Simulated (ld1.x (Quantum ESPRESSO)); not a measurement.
**Zn, PAW: configuration errors across variants**

ld1.x (Quantum ESPRESSO) 7.5 input, shortened:

```
&input
   title='Zn', zed=30., rel=1, dft='PBE', iswitch=3,
   config='[Ar] 3d10 4s2 4p0'
 /
 &inputp
   pseudotype=3, lpaw=.true., tm=.true., lloc=-1, rcloc=0.65,
   nlcc=.true., new_core_ps=.true., rcore=0.40,
   which_augfun='BESSEL', rmatch_augfun=0.55
 /
6
4S  1  0   2.00   0.00  1.35  1.80  0.0
4S  1  0   0.00   0.50  1.35  1.80  0.0
4P  2  1   0.00   0.00  2.20  2.90  0.0
4P  2  1   0.00   2.90  2.20  2.90  0.0
3D  3  2  10.00   0.00  0.65  0.80  0.0
3D  3  2   0.00   1.25  0.65  0.80  0.0
 &test
   configts(1)='3d10 4s2 4p0'
 /
```

All-electron excitation energies from the reference (eV): (1) 3d10 4s1 4p0 9.888; (2) 3d10 4s0 4p0 28.331; (3) 3d9 4s0 4p0 68.865; (4) 3d10 4s1.5 4p0 3.941; (5) 3d8 4s0 4p0 130.679.

The overlap operator is not positive definite (basis up to 400 Ry) in “base”, “all radii but the core radius scaled by about 1.17 (s 2.10, p 3.38, d 0.94 bohr, rcut 1.58/2.56/0.76); local potential all-electron potential smoothed inside 0.76 bohr (lloc = -1); augmentation BESSEL, radius 0.64 bohr”, “waves 4s (bound): rcut 1.35, rcutus 2.66 bohr; 4s channel at 0.5 Ry: rcut 1.35, rcutus 2.66 bohr”, “waves 3d (bound): rcut 0.50, rcutus 0.52 bohr; 3d channel at 1.25 Ry: rcut 0.50, rcutus 0.52 bohr”, “core correction Bessel-smoothed model core inside 0.54 bohr”. Such files are unfit for use, however small their errors in these radial tests.

Tests that are not counted but printed errors over 1 eV. “waves 3d (bound): rcut 0.50, rcutus 0.52 bohr; 3d channel at 1.25 Ry: rcut 0.50, rcutus 0.52 bohr”: 3d9 4s2 4p1 (solver errors, printed error -3.1 eV); 3d10 4s0 4p1 (solver errors, printed error -1441 eV).

3 further variants failed, have other tests or another functional or relativity, and are left out.

A true bound ghost makes a file unfit for plane-wave use even where its test errors are small: the radial tests pick states by their node count and pass the ghost by. Where a test does run into it, the solver fails or the error is huge.

Errors AE − PS in meV (a dash: test not solved or not reliable):

| change | (1) | (2) | (3) | (4) | (5) | bound ghosts |
| --- | --- | --- | --- | --- | --- | --- |
| base | +4.0 | +45 | -134 | 0.0 | -975 | s (p not tested, overlap not positive) |
| all radii but the core radius scaled by about 1.17 (s 2.10, p 3.38, d 0.94 bohr, rcut 1.58/2.56/0.76); local potential all-electron potential smoothed inside 0.76 bohr (lloc = -1); augmentation BESSEL, radius 0.64 bohr | +16 | +125 | -97 | +2.6 | -998 | p (s not tested, overlap not positive) |
| waves 4p (bound): rcut 2.20, rcutus 3.70 bohr; 4p channel at 2.9 Ry: rcut 2.20, rcutus 3.70 bohr | +4.0 | +45 | -134 | 0.0 | -975 | s, p |
| local potential all-electron potential smoothed inside 3.24 bohr (lloc = -1) | -3.8 | -17 | -179 | -1.0 | -1148 | none |
| waves 4s (bound): rcut 1.35, rcutus 2.66 bohr; 4s channel at 0.5 Ry: rcut 1.35, rcutus 2.66 bohr | – | – | – | – | – | not determined (overlap not positive) |
| waves 3d (bound): rcut 0.50, rcutus 0.52 bohr; 3d channel at 1.25 Ry: rcut 0.50, rcutus 0.52 bohr | +109 | +839 | +563 | +15 | -420 | s (p not tested, overlap not positive) |
| core correction Bessel-smoothed model core inside 0.54 bohr | +4.1 | +46 | -134 | 0.0 | -975 | s (p not tested, overlap not positive) |

Q: Give the same row for: local potential all-electron potential smoothed inside 1.45 bohr (lloc = -1).

A: -1.8, -6.4, -167, -0.6, -984; bound ghosts: none.
